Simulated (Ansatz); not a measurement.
Species: sum formula GeSiH3, net charge -1, singlet state. It need not be the lowest isomer of its formula. Whether it binds its extra electron was not tested at this geometry. 
Structure (B3LYP-D3(BJ)/def2-TZVP (Ansatz, a first-principles code) minimum search):
```
Si
H 1 1.5049
H 1 1.5052 2 104.07
Ge 1 2.2634 2 123.53 3 -180.00
H 4 1.6162 1 89.92 2 180.00
```
Charge -1, spin multiplicity 1.

Basis-set convergence of Hartree-Fock and CCSD(T) correlation energies (hartree) with Ansatz. Cores are frozen in the correlated levels unless marked. Spin-orbit coupling is left out. Frozen are the shells of the preceding noble gas and the d and f shells that filled before the atom's block. No relativistic terms. This anion needs diffuse functions, which these sets lack.

The Hartree-Fock reference is unstable (checked in the largest basis), which strains HF and MP2. 

```json
[
 {"basis": "def2-SVP", "functions": "65", "E(HF)": "-2365.64833", "E(corr, CCSD(T))": "-0.24833"},
 {"basis": "def2-TZVPP", "functions": "132", "E(HF)": "-2366.01647", "E(corr, CCSD(T))": "-0.30011"},
 {"basis": "def2-QZVPP", "functions": "249", "E(HF)": "?", "E(corr, CCSD(T))": "?"}
]
```

Task: Some entries are withheld; supply them.

Result: 
- def2-QZVPP, E(HF): -2366.07049
- def2-QZVPP, E(corr, CCSD(T)): -0.31435
